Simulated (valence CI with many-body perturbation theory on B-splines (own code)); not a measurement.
## E1 transitions of Os70+

Calculated by valence CI with perturbative core correlation (CI+MBPT): four valence electrons over a frozen Dirac-Fock core [He], a basis of 11 s, 11 p, 10 d, 8 f, 5 g, 2 h functions for each j, with the one-electron correlation potential Σ1, the two-electron term Σ2, the three-electron term Σ3, Breit, model QED; selected CI, second order for the rest, scaled by the run's own slope (own B-spline code, finite nucleus).

The last digits are not significant, and no measured levels were compared; by estimate large intervals hold to a few tenths of a per cent, small ones and those within an open d or f shell to about a per cent. Among the levels kept, up to 1300 cm⁻¹ of a level comes from second order outside the variational space, and about a tenth of that is noise between levels of different J, which matters for small intervals.

Lines 101 to 150 of 600 in falling wavelength, among levels below 15547 eV, chosen from the strongest by gf and those to the six lowest levels. Wavelengths and rates use the calculated energies. Electric multipoles are in the length gauge with retardation, E1 and E2 with the static RPA response of the core. Weak lines are less certain than strong ones. Lines between different terms over intervals too small for the method are left out, as are lines whose strength nearly cancels. The highest levels of a list are the least certain.

Levels are named by their leading jj configuration (3d3/2^4 stands for four electrons in 3d with j = 3/2), which in mixed levels can hold well under half, so a name can repeat and another be missing. Letters in brackets count levels of one name in rising energy.

| λ vac (Å) | Upper | Lower | A (s⁻¹) | log gf | Branch % |
| --- | --- | --- | --- | --- | --- |
| 22.01 | (2s 2p1/2 2p3/2 3d3/2) J=2 [a] | (2s 2p1/2 2p3/2 3p1/2) J=1 [a] | 5.76e+11 | -0.68 | 0.1 |
| 22.01 | (2s^2 2p1/2 3d3/2) J=2 | (2s^2 2p1/2 3p1/2) J=1 | 1.14e+12 | -0.38 | 0.4 |
| 22.01 | (2s^2 2p3/2 3p3/2) J=1 | (2s^2 2p3/2 3s) J=1 | 1.42e+12 | -0.51 | 9.4 |
| 21.99 | (2s 2p3/2^2 3p3/2) J=2 [b] | (2s 2p3/2^2 3s) J=2 [b] | 2.86e+11 | -0.98 | 0.3 |
| 21.97 | (2p1/2 2p3/2^2 3p3/2) J=3 | (2p1/2 2p3/2^2 3s) J=2 [a] | 1.69e+12 | -0.07 | 0.4 |
| 21.96 | (2s 2p1/2 2p3/2 3d3/2) J=4 | (2s 2p1/2 2p3/2 3p1/2) J=3 | 1.12e+12 | -0.14 | 3.2 |
| 21.95 | (2p1/2 2p3/2^2 3p3/2) J=2 | (2p1/2 2p3/2^2 3s) J=2 [a] | 6.58e+11 | -0.62 | 0.1 |
| 21.89 | (2s 2p1/2 2p3/2 3p3/2) J=3 [c] | (2s 2p1/2 2p3/2 3s) J=2 [c] | 1.52e+12 | -0.12 | 0.6 |
| 21.88 | (2s 2p1/2 2p3/2 3d3/2) J=1 [a] | (2s 2p1/2 2p3/2 3p1/2) J=1 [a] | 9.92e+11 | -0.67 | 0.2 |
| 21.88 | (2s 2p1/2 2p3/2 3p3/2) J=2 [c] | (2s 2p1/2 2p3/2 3s) J=1 [c] | 1.51e+12 | -0.27 | 0.4 |
| 21.87 | (2s 2p1/2 2p3/2 3d3/2) J=1 [c] | (2s 2p1/2 2p3/2 3p1/2) J=0 | 7.30e+11 | -0.80 | 0.1 |
| 21.87 | (2s^2 2p3/2 3d3/2) J=1 | (2s^2 2p3/2 3p1/2) J=1 | 9.65e+11 | -0.68 | 0.0 |
| 21.84 | (2p1/2^2 2p3/2 3d3/2) J=1 | (2p1/2^2 2p3/2 3p1/2) J=1 | 9.52e+11 | -0.69 | 0.2 |
| 21.82 | (2s 2p3/2^2 3d3/2) J=1 [c] | (2s 2p3/2^2 3p1/2) J=1 [a] | 6.17e+11 | -0.88 | 0.0 |
| 21.74 | (2p1/2^2 2p3/2 3p3/2) J=3 | (2p1/2^2 2p3/2 3s) J=2 | 1.62e+12 | -0.10 | 0.4 |
| 21.67 | (2s 2p3/2^2 3p3/2) J=4 | (2s 2p3/2^2 3s) J=3 | 1.83e+12 | 0.07 | 22.6 |
| 21.67 | (2s^2 2p3/2 3p3/2) J=3 | (2s^2 2p3/2 3s) J=2 | 1.83e+12 | -0.04 | 15.3 |
| 21.64 | (2s 2p1/2 2p3/2 3p3/2) J=2 [a] | (2s 2p1/2 2p3/2 3s) J=1 [a] | 7.81e+11 | -0.56 | 0.2 |
| 21.63 | (2s 2p1/2 2p3/2 3d3/2) J=3 [b] | (2s 2p1/2 2p3/2 3p1/2) J=3 | 6.00e+11 | -0.53 | 0.0 |
| 21.62 | (2s 2p1/2 2p3/2 3p3/2) J=3 [a] | (2s 2p1/2 2p3/2 3s) J=2 [a] | 1.80e+12 | -0.05 | 2.4 |
| 21.53 | (2s 2p3/2^2 3p3/2) J=3 [a] | (2s 2p3/2^2 3s) J=3 | 1.06e+12 | -0.29 | 0.4 |
| 21.52 | (2s 2p3/2^2 3p3/2) J=2 [b] | (2s 2p3/2^2 3s) J=1 [a] | 1.28e+12 | -0.35 | 1.5 |
| 21.52 | (2s 2p1/2 2p3/2 3p3/2) J=3 [b] | (2s 2p1/2 2p3/2 3s) J=2 [b] | 6.81e+11 | -0.48 | 0.2 |
| 21.50 | (2s 2p3/2^2 3p3/2) J=2 [c] | (2s 2p3/2^2 3s) J=2 [b] | 4.81e+11 | -0.78 | 0.9 |
| 21.50 | (2s 2p1/2 2p3/2 3p3/2) J=4 | (2s 2p1/2 2p3/2 3s) J=3 | 1.66e+12 | 0.02 | 34.3 |
| 21.41 | (2s 2p1/2 2p3/2 3p3/2) J=1 [b] | (2s 2p1/2 2p3/2 3s) J=2 [b] | 1.62e+12 | -0.48 | 0.3 |
| 21.32 | (2s 2p3/2^2 3p3/2) J=2 [c] | (2s 2p3/2^2 3s) J=1 [b] | 6.71e+11 | -0.64 | 1.2 |
| 21.32 | (2s 2p1/2 2p3/2 3d3/2) J=2 [b] | (2s 2p1/2 2p3/2 3p1/2) J=3 | 3.41e+11 | -0.94 | 0.0 |
| 21.23 | (2s 2p1/2 2p3/2 3p3/2) J=2 [d] | (2s 2p1/2 2p3/2 3s) J=2 [c] | 7.80e+11 | -0.58 | 0.3 |
| 21.20 | (2s^2 2p1/2 3p3/2) J=2 | (2s^2 2p1/2 3s) J=1 | 1.93e+12 | -0.19 | 30.0 |
| 21.17 | (2s 2p3/2^2 3p3/2) J=1 [b] | (2s 2p3/2^2 3s) J=1 [a] | 6.44e+11 | -0.89 | 0.1 |
| 21.16 | (2s^2 2p1/2 3p3/2) J=1 | (2s^2 2p1/2 3s) J=1 | 6.92e+11 | -0.86 | 13.3 |
| 21.12 | (2s 2p1/2 2p3/2 3p3/2) J=0 [a] | (2s 2p1/2 2p3/2 3s) J=1 [a] | 1.75e+12 | -0.93 | 0.3 |
| 21.08 | (2s 2p1/2 2p3/2 3p3/2) J=1 [c] | (2s 2p1/2 2p3/2 3s) J=1 [c] | 8.54e+11 | -0.77 | 0.3 |
| 21.05 | (2s 2p3/2^2 3p3/2) J=2 [c] | (2s 2p3/2^2 3s) J=1 [a] | 6.07e+11 | -0.70 | 1.1 |
| 21.03 | (2s^2 2p1/2 3p3/2) J=1 | (2s^2 2p1/2 3s) J=0 | 1.35e+12 | -0.57 | 26.0 |
| 21.00 | (2s^2 2p1/2 3d3/2) J=1 | (2s^2 2p1/2 3p1/2) J=1 | 4.89e+11 | -1.01 | 0.0 |
| 20.98 | (2s 2p1/2 2p3/2 3p3/2) J=2 [b] | (2s 2p1/2 2p3/2 3s) J=3 | 4.78e+11 | -0.80 | 0.1 |
| 20.97 | (2p1/2^2 2p3/2 3p3/2) J=2 | (2p1/2^2 2p3/2 3s) J=1 | 9.52e+11 | -0.50 | 0.2 |
| 20.96 | (2s 2p1/2^2 3p3/2) J=2 | (2s 2p1/2^2 3s) J=1 | 1.87e+12 | -0.21 | 4.0 |
| 20.93 | (2s 2p3/2^2 3p3/2) J=2 [a] | (2s 2p3/2^2 3s) J=2 [a] | 1.49e+12 | -0.31 | 0.3 |
| 20.89 | (2s 2p1/2 2p3/2 3p3/2) J=2 [d] | (2s 2p1/2 2p3/2 3s) J=1 [b] | 1.17e+12 | -0.42 | 0.4 |
| 20.83 | (2s^2 2p3/2 3p3/2) J=2 | (2s^2 2p3/2 3s) J=1 | 1.09e+12 | -0.45 | 8.0 |
| 20.81 | (2s 2p1/2 2p3/2 3p3/2) J=1 [c] | (2s 2p1/2 2p3/2 3s) J=0 | 1.02e+12 | -0.70 | 0.4 |
| 20.77 | (2s 2p1/2^2 3p3/2) J=1 | (2s 2p1/2^2 3s) J=1 | 7.19e+11 | -0.86 | 0.1 |
| 20.63 | (2p1/2^2 2p3/2 3p3/2) J=2 | (2p1/2^2 2p3/2 3s) J=2 | 9.43e+11 | -0.52 | 0.2 |
| 20.60 | (2s 2p1/2 2p3/2 3p3/2) J=1 [d] | (2s 2p1/2 2p3/2 3s) J=1 [b] | 1.28e+12 | -0.61 | 2.5 |
| 20.57 | (2s 2p1/2 2p3/2 3p3/2) J=2 [a] | (2s 2p1/2 2p3/2 3s) J=2 [a] | 8.67e+11 | -0.56 | 0.2 |
| 20.54 | (2s 2p1/2 2p3/2 3p3/2) J=3 [b] | (2s 2p1/2 2p3/2 3s) J=3 | 1.13e+12 | -0.30 | 0.3 |
| 20.50 | (2s^2 2p3/2 3p3/2) J=2 | (2s^2 2p3/2 3s) J=2 | 1.07e+12 | -0.47 | 7.9 |
